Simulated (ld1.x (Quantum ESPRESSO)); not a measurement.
## Which setting gave this result? (samarium (Sm), PAW)

Base potential:

```json
{"Element": "Sm", "Generator": "ld1.x (Quantum ESPRESSO) 7.5", "Type": "PAW", "Functional": "LDA (PZ)", "Relativity": "scalar-relativistic", "Frozen core": "[Kr] 4d10", "Valence charge": "16", "Reference configuration": "4f5 5s2 5p6 5d0 6s0 6p0 (charge +3)", "Partial waves": "5s (bound): rcut 1.75, rcutus 1.85 bohr; 6s (bound, empty): rcut 1.75, rcutus 1.85 bohr; 5p (bound): rcut 2.40, rcutus 3.10 bohr; 6p (bound, empty): rcut 2.40, rcutus 3.10 bohr; 5d (bound, empty): rcut 1.80, rcutus 2.25 bohr; 5d channel at -1.25 Ry: rcut 1.80, rcutus 2.25 bohr; 4f (bound): rcut 1.35, rcutus 1.65 bohr; 4f channel at 1.9 Ry: rcut 1.35, rcutus 1.65 bohr", "Local potential": "all-electron potential smoothed inside 1.45 bohr (lloc = -2)", "Core correction": "Bessel-smoothed model core inside 0.90 bohr", "Augmentation charge": "BESSEL, radius 1.40 bohr"}
```

Cutoffs, loose and tight: the cutoffs (Ry, on a coarse ladder) from which the occupation-weighted sum of valence levels, in a spherical-Bessel basis at the reference potential, stays within 10 and 1 mRy of its value at 400 Ry. They do not see the model core or the augmentation charge, which bear on the density cutoff. Test errors are all-electron minus pseudo excitation energies from the reference, over the configurations 4f6 5s2 5p6 5d0 6s2 6p0; 4f6 5s2 5p6 5d0 6s1 6p0; 4f6 5s2 5p6 5d0 6s0 6p0; 4f6 5s2 5p6 5d0 6s1 6p1; 4f6 5s2 5p6 5d0.5 6s1.5 6p0; 4f5 5s2 5p6 5d1 6s2 6p0; 4f7 5s2 5p6 5d0 6s0 6p0 (two spin-polarised tests are not counted in the largest error); variants that change the core or the reference have their own tests.

Only the scale of all radii but the core radius (base = 1) is moved (3 further runs of the sweep failed or gave no value and are left out):

```csv
scale of all radii but the core radius (base = 1),"cutoff, loose","cutoff, tight",bound ghosts,largest test error (meV)
0.92,60 Ry,100 Ry,none,-340
1.03,45 Ry,80 Ry,none,-202 over the solved tests; test run stopped at test 4 of 9 (negative rho)
1.13,40 Ry,60 Ry,none,-219 over the solved tests; test run stopped at test 4 of 9 (negative rho)
1.3,30 Ry,45 Ry,d,-193 over the solved tests; test run stopped at test 3 of 9 (negative rho)
```

Question: One more run gave cutoff, loose: 35 Ry; cutoff, tight: 55 Ry; bound ghosts: none; largest test error (meV): -225 over the solved tests; test run stopped at test 4 of 9 (negative rho). Which value of the scale of all radii but the core radius (base = 1) was used?

Answer: 1.18. The loose cutoff moves one way along this sweep, from 60 Ry at 0.92 to 30 Ry at 1.3, which places the run between 1.13 and 1.3.
